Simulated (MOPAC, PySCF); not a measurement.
CH$_{3}$BO, SMILES `B[C]O` (lower singlet), neutral singlet in the gas phase. This singlet lies 0.87 eV below the relaxed triplet at the level frozen-core CCSD(T)/cc-pVTZ // PBE0-D3(BJ)/def2-TZVP (Ansatz).

Cartesian coordinates (Å):
```xyz
6

B     -0.9750    -0.0923     0.4053
C      0.3738    -0.1163     0.0991
O      1.5991    -0.2553    -0.1682
H     -1.7505    -0.1735    -0.5011
H     -1.2838     0.0420     1.5524
H      2.0363     0.5954    -0.3576
```
Charge 0, spin multiplicity 1.

All levels are single points at this geometry (PBE0-D3(BJ)/def2-TZVP); Pople sets use spherical d functions. Orbital energies aren't observables, and empty levels follow the basis.

PBE-D3(BJ)/def2-TZVP in PySCF gives gap (eV) = 2.56.

Task: Estimate the gap (eV) from each of these levels: PBE0-D3(BJ)/def2-TZVP in PySCF; B3LYP/3-21G in PySCF; B3LYP/6-311+G** in PySCF; B3LYP/6-31G* in PySCF; BP86/6-31G* in PySCF; SVWN5/6-31G* in PySCF; HF/3-21G in PySCF; HF/6-31G* in PySCF; AM1 in MOPAC; PM3 in MOPAC; PM6 in MOPAC; PM7 in MOPAC.

Result: 
```
level                           gap (eV)
------------------------------  --------
PBE0-D3(BJ)/def2-TZVP in PySCF      4.89
B3LYP/3-21G in PySCF                4.51
B3LYP/6-311+G** in PySCF            4.41
B3LYP/6-31G* in PySCF               4.44
BP86/6-31G* in PySCF                2.53
SVWN5/6-31G* in PySCF               2.44
HF/3-21G in PySCF                  12.32
HF/6-31G* in PySCF                 12.38
AM1 in MOPAC                        9.39
PM3 in MOPAC                        9.38
PM6 in MOPAC                        9.09
PM7 in MOPAC                        9.08
```
